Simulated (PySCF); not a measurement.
An unknown shows these calculated signals:

1H NMR (300 MHz, computed): δ 6.12 (m, 1H), 5.90 (m, 1H), 5.38 (m, 1H), 5.16 (m, 1H), 2.55 (q, 2H), 1.29 (t, 3H).

13C{1H} NMR (computed): δ 173.3 (C), 130.1 (C), 129.6 (CH2), 104.1 (C), 101.1 (CH2), 83.5 (C), 16.4 (CH3), 16.3 (CH2).

[PySCF: structure optimised with GFN2-xTB; GIAO PBE0/pcSseg-1 shieldings; no relativistic terms; a single conformation; no solvent model; rapidly exchanging positions averaged]

Scale: 1H (σref 31.72) and 13C (σref 186.93) against TMS (reference shieldings calculated alike).

Task: Which of these does the molecule contain: an N-methyl group, a C≡C triple bond, a CH3CH2 unit, a non-aromatic C=C double bond, an ester, a carboxylic acid?

Result: 
- An N-methyl group: no.
- A C≡C triple bond: yes (δC 83.5, 104.1).
- A CH3CH2 unit: yes (δC 16.4, 16.3; δH 1.29 (t), 2.55 (q)).
- A non-aromatic C=C double bond: yes.
- An ester: no.
- A carboxylic acid: no.

The data belong to `C=C(F)C(=C)C#CCC`, C$_{8}$H$_{9}$F; they needn't prove each group on their own.

Carbon signals by region: 1 in the far downfield region (above 160 ppm), 4 in the sp2 and nitrile region (100–160 ppm), 1 at 50–100 ppm, 2 below 50 ppm. Above 160 ppm: 173.3, fully substituted alkene carbon.

Splittings by 19F in the carbon and heteronuclear signals aren't shown, as no couplings were computed. Shifts are as computed. Against solution values, carbons near 30 ppm lie about +3 ppm off and those near 130 ppm about +5 ppm. Of 1309 compounds with measured shifts, 239 miss one by over three times the rms of a fit or turn the order of signals round; such compounds aren't used in these exercises. No couplings were computed; multiplicities are counted from neighbouring protons, with m where these are inequivalent, close in shift, in a saturated or five-membered ring or joined by F or P, and br s for small geminal =CH2 splittings.
